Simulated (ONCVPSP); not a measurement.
## silicon: one change to an ONCV potential, before and after

- Element: silicon (Si)
- Generator: ONCVPSP 4.0.1
- Type: optimised norm-conserving Vanderbilt (ONCV)
- Functional: LDA (Perdew-Zunger)
- Relativity: fully relativistic
- Frozen core: [Ne]
- Valence charge: 4
- Reference configuration: 3s2 (charge +2)
- Partial waves: 3s: rc 1.45 bohr, ncon 4, nbas 8, qcut 5.7 1/bohr, 2 projectors, debl 0.4 Ha; p scattering state at 0.3 Ha: rc 1.25 bohr, ncon 4, nbas 8, qcut 5.2 1/bohr, 2 projectors, debl 2.1 Ha; d scattering state at 0.14 Ha: rc 1.50 bohr, ncon 4, nbas 8, qcut 5.6 1/bohr, 3 projectors, debl 3.8 Ha
- Local potential: polynomial inside 0.80 bohr (lpopt 3, dvloc0 -1 Ha)
- Core correction: Teter function, fcfact 3, rcfact 1.6

Open shells are filled in proportion to 2j + 1.

In the s channel the program set the typed energies aside and used -1.053, 0.250 Ha.

All-electron outer shells of the reference configuration (LDA (Perdew-Zunger), scalar-relativistic, ld1.x):

```json
{"shell": "2p", "level (eV)": "-116.98", "outermost node (bohr)": "–", "outermost maximum (bohr)": "0.39"}
{"shell": "3s", "level (eV)": "-28.66", "outermost node (bohr)": "0.72", "outermost maximum (bohr)": "1.69"}
```

Change: scalar-relativistic. In the s channel the program set the typed energies aside and used -1.053, 0.250 Ha.

Cutoffs: the cutoffs (Ha) at which the residual kinetic energy of the hardest occupied pseudo-wave falls to 1 and 0.1 mHa per electron; they do not see the model core or the augmentation charge, which bear on the density cutoff. Errors are all-electron minus pseudo energies relative to the spin-unpolarised reference configuration.

Q: What does the change do?

A: The potential gets neither clearly harder nor softer (8.3 Ha and 44 Ha → 8.3 Ha and 44 Ha); both files keep a bound ghost (p, s); of the 4 tests that both files solve, the error grows in 3 and shrinks in 0 by more than 15 % and 0.3 meV (median size 36.7 → 65.4 meV).

```tsv
quantity	base	changed
cutoff, loose	8.3 Ha	8.3 Ha
cutoff, tight	44 Ha	44 Ha
bound ghosts	s, p3/2, p1/2	s, p
GHOST(+) flags under 300 eV	none	none
error for 3s2 3p2, meV [ΔE -23.94 eV]	+45	+82
error for 3s2 3p1, meV [ΔE -16.11 eV]	+29	+49
error for 3s1, meV [ΔE 34.14 eV]	-27	-28
error for 3s1 3p2, meV [ΔE -8.70 eV]	+69	+107
s: phases at 1.47 bohr within 0.05 rad from the reference energy up to (Ha; the scan ends near 5)	to the end of the scan	to the end of the scan
rms error of d²Exc/dni dnj with the model core, mHa	1.32	1.32
```

Base: The cutoffs count occupied waves only; projector 1 of the p channel, the hardest unoccupied one, needs 120 Ha at the loose tolerance. A true bound ghost makes a file unfit for plane-wave use even where its test errors are small: the radial tests pick states by their node count and pass the ghost by.
